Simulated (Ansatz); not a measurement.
Consider the redistribution: `[AlH2][NH][SiH3]` + `BB(C)OC` → `CO[B](C)[AlH2]` + `BN[SiH3]`.

Gas-phase electronic energies from Ansatz, PBE0-D4/def2-TZVP geometries. CBS: MP2 limit from def2 TZ/QZ plus the TZ coupled-cluster correction, frozen cores. Each species was taken in one conformer, which may not be the lowest.

`[AlH2][NH][SiH3]`:

Cartesian coordinates in Å:
```
Al 1.672 0.206 -0.579
N -0.015 -0.365 -0.526
Si -1.251 -0.020 0.630
H 2.167 1.170 0.571
H 2.573 -0.292 -1.782
H -0.302 -0.981 -1.277
H -2.431 0.646 0.009
H -0.664 0.887 1.649
H -1.749 -1.252 1.305
```

`BB(C)OC`:

Z-matrix (Å, degrees):
```
C
B 1 1.577
H 1 1.094 2 113.2
H 1 1.097 2 108.9 3 -117.8
H 1 1.093 2 111.7 3 123.4
O 2 1.357 1 116.4 3 -141.0
B 2 1.685 1 119.2 3 39.7
C 6 1.408 2 121.7 1 -178.0
H 7 1.201 2 122.6 1 84.3
H 7 1.201 2 122.1 1 -90.7
H 8 1.097 6 112.0 2 -5.6
H 8 1.093 6 109.6 2 115.1
H 8 1.092 6 109.2 2 -125.9
```

`CO[B](C)[AlH2]`:

Z-matrix (Å, degrees):
```
C
O 1 1.404
H 1 1.092 2 109.4
H 1 1.099 2 111.7 3 -120.3
H 1 1.092 2 109.4 3 119.3
B 2 1.355 1 124.3 3 120.4
Al 6 2.168 2 123.4 1 -0.1
C 6 1.573 2 115.9 1 179.8
H 7 1.598 6 122.2 2 -91.1
H 7 1.598 6 122.2 2 92.9
H 8 1.096 6 110.9 2 123.2
H 8 1.097 6 110.5 2 -120.2
H 8 1.094 6 112.9 2 1.2
```

`BN[SiH3]`:

```xyz
9

B    -0.301    1.402   -0.610
N    -0.052    0.495    0.425
Si    0.239   -1.218    0.262
H    -0.325    1.002   -1.739
H    -0.485    2.558   -0.353
H    -0.041    0.871    1.363
H     1.574   -1.571    0.815
H     0.175   -1.548   -1.179
H    -0.783   -1.991    1.017
```

```
           species  CCSD(T)/def2-TZVPP energy (Eh)
`[AlH2][NH][SiH3]`                      -589.37004
         `BB(C)OC`                      -205.58117
  `CO[B](C)[AlH2]`                      -422.79668
        `BN[SiH3]`                      -372.16038
```

Q: Work out ΔE.

A: ΔE = (-422.79668) + (-372.16038) − (-589.37004) − (-205.58117) = -0.00585 Eh = -15.4 kJ/mol. CCSD(T)/CBS gives -14.5 kJ/mol.

Largest T1 diagnostic among the species: 0.013.

From PBE to PBE0 (25 % exact exchange), in def2-TZVPP and without D4, ΔE moves by +5.1 kJ/mol. In def2-TZVPP, CCSD(T) changes the Hartree–Fock value by −10.0 kJ/mol (the triples alone add −2.9 kJ/mol) and MP2 by −6.3 kJ/mol.
